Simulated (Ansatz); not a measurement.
Ansatz (a program for electronic structure) input (HSE06/def2-TZVPD):

Ansatz 0.2 input:
```yaml
crystal:
  periodic: [false, false, false]
  atoms:
    - {symbol: C, position_ang: [-2.32343271, -0.19693880, -0.03339136]}
    - {symbol: C, position_ang: [-0.89583381, 0.11909597, -0.28452300]}
    - {symbol: C, position_ang: [0.16195647, -0.41651766, 0.60160113]}
    - {symbol: C, position_ang: [1.57490198, -0.02812438, 0.24774330]}
    - {symbol: O, position_ang: [1.89101294, 0.66831141, -0.68043369]}
    - {symbol: H, position_ang: [-2.97795701, 0.26913099, -0.76924440]}
    - {symbol: H, position_ang: [-2.64720421, 0.13927977, 0.96155225]}
    - {symbol: H, position_ang: [-2.51232371, -1.27932047, -0.05692459]}
    - {symbol: H, position_ang: [-0.59783338, 0.74308292, -1.11418701]}
    - {symbol: H, position_ang: [0.01059579, -0.12046179, 1.65461548]}
    - {symbol: H, position_ang: [0.14362221, -1.51956177, 0.65013874]}
    - {symbol: H, position_ang: [2.34744525, -0.44373176, 0.92893870]}
basis:
  gaussian:
    orbitals: def2-TZVPD
hamiltonian:
  xc: {name: HSE06}
magnetization: {spin_polarized: true, initial_magnetization: 1}
output: {forces: true}
```

End of the output:

```
integrals: 0.19 GiB planned
1237 factors; their error is unknown
integrals: 0.23 GiB planned
181 factors; integrals over basis functions are off by at most 6.7e-7 eV
mean field: 2.18 GiB planned
mean field evaluation 1: about -6292.2550 eV, gradient 4.7e1 eV
mean field evaluation 2: about -6283.0112 eV, gradient 6.5e1 eV
mean field evaluation 4: about -6301.9685 eV, gradient 4.6e0 eV
mean field evaluation 8: about -6302.0360 eV, gradient 4.1e-1 eV
mean field evaluation 16: about -6302.0366 eV, gradient 7.3e-4 eV
mean field -6302.03659301 eV, -231.5955731194 hartree, gradient 1.5e-5 eV, S^2 0.755250; 0 other end points of the search recorded, 0 dependent functions left out
the calculation of the forces begins
reference -6302.03664900 eV, -231.5955751769 hartree; 20, 19 occupied and 231, 232 virtual orbitals, 1237 factors
Total energy: -6302.03664900 eV, -231.5955751769 hartree
Atom 0 at    -2.323433    -0.196939    -0.033391 Å, force     0.132416     0.008833     0.005233 eV/Å
Atom 1 at    -0.895834     0.119096    -0.284523 Å, force    -0.046176    -0.098780     0.131471 eV/Å
Atom 2 at     0.161956    -0.416518     0.601601 Å, force     0.051746     0.097796    -0.129363 eV/Å
Atom 3 at     1.574902    -0.028124     0.247743 Å, force    -0.110211     0.103541    -0.158814 eV/Å
Atom 4 at     1.891013     0.668311    -0.680434 Å, force    -0.078133    -0.144777     0.191308 eV/Å
Atom 5 at    -2.977957     0.269131    -0.769244 Å, force    -0.017430     0.015871    -0.024414 eV/Å
Atom 6 at    -2.647204     0.139280     0.961552 Å, force    -0.002965     0.010517     0.011223 eV/Å
Atom 7 at    -2.512324    -1.279320    -0.056925 Å, force    -0.000613    -0.014221    -0.006538 eV/Å
Atom 8 at    -0.597833     0.743083    -1.114187 Å, force     0.029786     0.042376    -0.055080 eV/Å
Atom 9 at     0.010596    -0.120462     1.654615 Å, force     0.008891     0.006459     0.020275 eV/Å
Atom 10 at     0.143622    -1.519562     0.650139 Å, force     0.011407    -0.020003     0.001278 eV/Å
Atom 11 at     2.347445    -0.443732     0.928939 Å, force     0.021284    -0.007612     0.013420 eV/Å
Dipole moment:    -0.303735    -0.322587     0.409096 e Å
```

It need not be the lowest isomer of its formula.
